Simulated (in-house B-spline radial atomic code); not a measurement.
Radial electron density of C II (C+), [He] 2s2 3d1. Level of theory: non-relativistic BHandHLYP, spin-polarised, spherical fractional occupations, exact exchange averaged over the configuration, point nucleus; calculated with a radial B-spline atomic code at the basis-set limit.

Columns: r (bohr), 4πr²n(r) (electrons per bohr), bar.

```
 0.00989   0.1423 #
  0.0119   0.2011 #
  0.0142   0.2785 ##
   0.017    0.386 ###
  0.0204   0.5336 ####
  0.0245   0.7327 #####
  0.0293   0.9893 #######
  0.0352     1.33 #########
  0.0421    1.752 ############
  0.0505    2.281 ################
  0.0606    2.912 ####################
  0.0726    3.623 #########################
   0.087    4.386 ###############################
   0.104    5.126 ####################################
   0.125     5.78 ########################################
    0.15    6.205 ###########################################
    0.18     6.29 ############################################
   0.215    5.966 ##########################################
   0.258    5.216 ####################################
   0.309    4.158 #############################
   0.371    2.975 #####################
   0.445    1.951 ##############
   0.533    1.298 #########
   0.639    1.084 ########
   0.766    1.217 #########
   0.918    1.475 ##########
     1.1    1.618 ###########
    1.32    1.506 ###########
    1.58    1.175 ########
    1.89   0.7748 #####
    2.27   0.4513 ###
    2.72   0.2837 ##
    3.26   0.2338 ##
    3.91   0.2285 ##
    4.69   0.2099 #
    5.62   0.1606 #
    6.74  0.09606 #
    8.08  0.04288 
    9.68  0.01359 
    11.6 0.002853 
    13.9 0.0003678 
    16.7 2.538e-05
```

On this grid the curve has 2 maxima, near 0.18, 1.1 bohr.

The 2s down radial function P(r) = rR(r), positive near the nucleus:

```csv
r (bohr),P
0.00333,0.02302
0.00479,0.03282
0.00688,0.04655
0.00989,0.0657
0.0142,0.0919
0.0204,0.1271
0.0293,0.1728
0.0421,0.2293
0.0606,0.2935
0.087,0.3548
0.125,0.3929
0.18,0.3731
0.258,0.254
0.371,0.002132
0.533,-0.3604
0.766,-0.7213
1.1,-0.8929
1.58,-0.7519
2.27,-0.4119
3.26,-0.1308
4.69,-0.01906
6.74,-0.0009643
```
